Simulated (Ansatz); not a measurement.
`CO/C=[N]/[GaH2]`. Total charge 0; spin multiplicity 1. The geometry is a stationary point of PBE0-D4/def2-TZVP. It is one conformer, not always the lowest.

```xyz
11

C    -1.778   -0.679   -0.373
O    -0.996   -1.217    0.681
C     0.219   -0.665    0.843
N     0.689    0.256    0.152
Ga    2.047    1.393   -0.220
H    -2.715   -1.232   -0.364
H    -1.963    0.385   -0.215
H    -1.273   -0.804   -1.334
H     0.710   -1.169    1.683
H     1.989    2.800    0.452
H     3.071    0.932   -1.305
```

(1) What is the dipole moment at PBE/def2-TZVPP? (Best estimate.)

(2) And with r2SCAN, B3LYP, ωB97M-V? (An estimate is asked.)

(3) Give the Mulliken charges with PBE, B3LYP, ωB97M-V in def2-TZVPP. (Estimate.)

## Answers

(1) Ansatz gave: 0.58 D, with components (-0.51, -0.28, -0.01) D in this frame, pointing from negative to positive charge.

(2) The calculation gave: r2SCAN 0.53 D, B3LYP 0.37 D, ωB97M-V 0.25 D.

(3) Ansatz gave: 
| atom | PBE | B3LYP | ωB97M-V |
| --- | --- | --- | --- |
| C1 | -0.15 | -0.13 | -0.19 |
| O2 | -0.18 | -0.26 | -0.25 |
| C3 | 0.09 | 0.13 | 0.16 |
| N4 | -0.26 | -0.32 | -0.38 |
| Ga5 | 0.16 | 0.24 | 0.23 |
| H6 | 0.12 | 0.12 | 0.13 |
| H7 | 0.11 | 0.11 | 0.13 |
| H8 | 0.11 | 0.11 | 0.13 |
| H9 | 0.09 | 0.11 | 0.11 |
| H10 | -0.04 | -0.06 | -0.03 |
| H11 | -0.04 | -0.06 | -0.03 |

B3LYP here is the variant with VWN-RPA as its local correlation; programs differ in this.
